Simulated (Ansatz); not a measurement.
Start from `C[S][AlH][OH]` and change one atom or group to get `C[S][AlH][CH2]F`.

Ansatz, PBE0-D4/def2-TZVP geometries, multiplicity 1. Each molecule was computed in one conformer, which needn't be the lowest.

```csv
property,`C[S][AlH][OH]`
HOMO energy (ωB97M-V/def2-TZVPP) / eV,-9.31
HOMO–LUMO gap (ωB97M-V/def2-TZVPP) / eV,10.43
LUMO energy (B3LYP/def2-TZVPP) / eV,-0.68
size of the dipole moment (ωB97M-V/def2-TZVPP) / D,0.92
HOMO–LUMO gap (PBE/def2-TZVPP) / eV,4.72
LUMO energy (PBE0/def2-TZVPP) / eV,-0.49
```

(1) What does the change do to each property? (Estimate.)

Results:

(1) Computed: 
```json
{"property": "HOMO energy (ωB97M-V/def2-TZVPP) / eV", "`C[S][AlH][CH2]F`": "-9.39", "shift": "-0.08"}
{"property": "HOMO–LUMO gap (ωB97M-V/def2-TZVPP) / eV", "`C[S][AlH][CH2]F`": "9.96", "shift": "-0.47"}
{"property": "LUMO energy (B3LYP/def2-TZVPP) / eV", "`C[S][AlH][CH2]F`": "-1.24", "shift": "-0.56"}
{"property": "size of the dipole moment (ωB97M-V/def2-TZVPP) / D", "`C[S][AlH][CH2]F`": "0.99", "shift": "0.07"}
{"property": "HOMO–LUMO gap (PBE/def2-TZVPP) / eV", "`C[S][AlH][CH2]F`": "4.30", "shift": "-0.42"}
{"property": "LUMO energy (PBE0/def2-TZVPP) / eV", "`C[S][AlH][CH2]F`": "-1.04", "shift": "-0.55"}
```

With PBE0 the HOMO falls by 0.08 eV and the LUMO falls by 0.55 eV, so the gap narrows by about 0.47 eV. PBE moves the HOMO by -0.12 eV and ωB97M-V by -0.08 eV. Dipoles are sizes alone; their direction can turn.

B3LYP here is the variant with VWN-RPA as its local correlation; programs differ in this.
